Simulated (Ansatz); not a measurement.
CBP (C₃₆H₂₄N₂). The state is a triplet with charge 0. Geometry PBE-D4/def2-SVP, that of the neutral singlet; atoms count from 1.

```xyz
62

C    -4.069   -3.221    6.633
C    -4.028   -2.099    5.776
C    -3.101   -2.010    4.729
C    -2.203   -3.077    4.560
C    -2.242   -4.228    5.406
C    -3.183   -4.290    6.450
C    -1.221   -5.136    4.924
C    -0.771   -6.402    5.344
C     0.284   -7.012    4.656
C     0.898   -6.365    3.560
C     0.470   -5.105    3.120
C    -0.601   -4.505    3.803
N    -1.205   -3.258    3.594
C    -0.864   -2.336    2.577
C    -0.583   -0.993    2.897
C    -0.255   -0.083    1.887
C    -0.179   -0.483    0.532
C     0.178    0.483   -0.532
C     0.915    0.079   -1.670
C     1.262    0.988   -2.674
C     0.864    2.336   -2.577
N     1.205    3.258   -3.594
C     1.832    4.496   -3.399
C     2.296    5.085   -2.211
C     2.919    6.337   -2.306
C     3.083    6.987   -3.549
C     2.634    6.388   -4.732
C     2.006    5.131   -4.666
C     1.457    4.234   -5.663
C     1.320    4.304   -7.062
C     0.702    3.246   -7.739
C     0.211    2.127   -7.030
C     0.335    2.031   -5.638
C     0.972    3.086   -4.965
C     0.122    2.754   -1.454
C    -0.205    1.841   -0.448
C    -0.455   -1.836    0.231
C    -0.801   -2.749    1.231
H    -4.808   -3.256    7.447
H    -4.742   -1.275    5.929
H    -3.086   -1.139    4.059
H    -3.223   -5.171    7.108
H    -1.241   -6.899    6.206
H     0.644   -8.002    4.972
H     1.735   -6.856    3.041
H     0.963   -4.603    2.276
H    -0.598   -0.673    3.948
H    -0.009    0.953    2.161
H     1.261   -0.963   -1.750
H     1.869    0.664   -3.531
H     2.186    4.580   -1.242
H     3.291    6.819   -1.389
H     3.574    7.971   -3.586
H     2.774    6.888   -5.703
H     1.690    5.182   -7.612
H     0.590    3.287   -8.833
H    -0.284    1.312   -7.581
H    -0.062    1.163   -5.093
H    -0.219    3.797   -1.390
H    -0.811    2.181    0.405
H    -0.441   -2.172   -0.817
H    -1.051   -3.788    0.973
```

Single mean-field runs in def2-SVP are fitted with def2-universal-jkfit. At PBE0-D4/def2-SVP a singlet of charge 0 lies 3.22 eV below the triplet at the same geometry.

Estimate the Mulliken populations of the heavy atoms from the PBE0/def2-SVP orbitals of Ansatz.


| atom | charge (e) | spin (α − β) |
| --- | --- | --- |
| C1 | -0.02 | 0.04 |
| C2 | -0.03 | -0.02 |
| C3 | -0.06 | 0.04 |
| C4 | 0.16 | -0.01 |
| C5 | 0.01 | 0.03 |
| C6 | -0.04 | -0.01 |
| C7 | 0.01 | 0.03 |
| C8 | -0.04 | -0.01 |
| C9 | -0.02 | 0.04 |
| C10 | -0.03 | -0.02 |
| C11 | -0.06 | 0.04 |
| C12 | 0.16 | -0.01 |
| N13 | -0.29 | 0.06 |
| C14 | 0.09 | 0.40 |
| C15 | -0.02 | -0.07 |
| C16 | -0.05 | 0.17 |
| C17 | 0.03 | 0.23 |
| C18 | 0.03 | 0.23 |
| C19 | -0.05 | 0.17 |
| C20 | -0.02 | -0.07 |
| C21 | 0.09 | 0.40 |
| N22 | -0.29 | 0.06 |
| C23 | 0.16 | -0.01 |
| C24 | -0.06 | 0.04 |
| C25 | -0.03 | -0.02 |
| C26 | -0.02 | 0.04 |
| C27 | -0.04 | -0.01 |
| C28 | 0.01 | 0.03 |
| C29 | 0.01 | 0.03 |
| C30 | -0.04 | -0.01 |
| C31 | -0.02 | 0.04 |
| C32 | -0.03 | -0.02 |
| C33 | -0.06 | 0.04 |
| C34 | 0.16 | -0.01 |
| C35 | -0.02 | -0.07 |
| C36 | -0.05 | 0.17 |
| C37 | -0.05 | 0.17 |
| C38 | -0.02 | -0.07 |
Mulliken values depend strongly on the basis.

Where does the spin sit?

Summed by element: C 1.92, N 0.12, H -0.04, of 2 unpaired in all. Largest on single atoms: C21 0.40, C14 0.40, C18 0.23.

And the Mayer bond orders between heavy atoms (over 0.3, the first 40 of 45)?

C1–C2 1.35 (1.41 Å); C1–C6 1.40 (1.40 Å); C2–C3 1.40 (1.40 Å); C3–C4 1.33 (1.40 Å); C4–C5 1.27 (1.43 Å); C4–N13 1.07 (1.40 Å); C5–C6 1.37 (1.41 Å); C5–C7 1.13 (1.45 Å); C7–C8 1.37 (1.41 Å); C7–C12 1.27 (1.43 Å); C8–C9 1.40 (1.40 Å); C9–C10 1.35 (1.41 Å); C10–C11 1.40 (1.40 Å); C11–C12 1.33 (1.40 Å); C12–N13 1.07 (1.40 Å); N13–C14 0.97 (1.41 Å); C14–C15 1.23 (1.41 Å); C14–C38 1.23 (1.41 Å); C15–C16 1.53 (1.40 Å); C16–C17 1.16 (1.41 Å); C17–C18 1.25 (1.48 Å); C17–C37 1.16 (1.41 Å); C18–C19 1.16 (1.41 Å); C18–C36 1.16 (1.41 Å); C19–C20 1.53 (1.40 Å); C20–C21 1.23 (1.41 Å); C21–N22 0.97 (1.41 Å); C21–C35 1.23 (1.41 Å); N22–C23 1.07 (1.40 Å); N22–C34 1.07 (1.40 Å); C23–C24 1.33 (1.40 Å); C23–C28 1.27 (1.43 Å); C24–C25 1.40 (1.40 Å); C25–C26 1.35 (1.41 Å); C26–C27 1.40 (1.40 Å); C27–C28 1.37 (1.41 Å); C28–C29 1.13 (1.45 Å); C29–C30 1.37 (1.41 Å); C29–C34 1.27 (1.43 Å); C30–C31 1.40 (1.40 Å).
